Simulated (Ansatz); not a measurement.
Reactions of C3H2ClN (`C#CC(=N)Cl`).

Gas-phase electronic energies from Ansatz, PBE0-D4/def2-TZVP geometries. CCSD(T)/CBS adds triple-zeta CCSD(T) − MP2 to the extrapolated MP2 energy (def2 sets, frozen cores). This one scheme is used for every species, atoms too. DFT in def2-TZVPP. No spin–orbit coupling; open shells (•) take unrestricted orbitals. Spin–orbit coupling would lower the free atoms: a little for C, Cl. Each species was taken in one conformer, which may not be the lowest.

```tsv
reaction	CCSD(T)/CBS(def2) (eV)
`C#CC(=N)Cl` + H–F → `N=C(F)Cl` + acetylene	0.43
`C#CC(=N)Cl` → 3 C• + Cl• + 2 H• + N•	30.67
`C#CC(=N)Cl` → `C=C1N=C1Cl`	0.82
`C#CC(=N)Cl` + `C=C=N` → `C#CN=C=C` + `N=CCl`	0.54
`C#CC(=N)Cl` + H₂S → `C#CC(=N)S` + HCl	?
`C#CC(=N)Cl` + `BS` → `BSC#C` + `N=CCl`	?
`C#CC(=N)Cl` + `C=C=N` → `C=C=NC(=N)Cl` + acetylene	0.18
```

(1) Fill in the missing values. (An estimate is asked.)

Largest T1 diagnostic: 0.015, for `C#CN=C=C`.

Results:

(1) Ansatz gave: `C#CC(=N)Cl` + H₂S → `C#CC(=N)S` + HCl: -0.18 eV; `C#CC(=N)Cl` + `BS` → `BSC#C` + `N=CCl`: +0.68 eV.
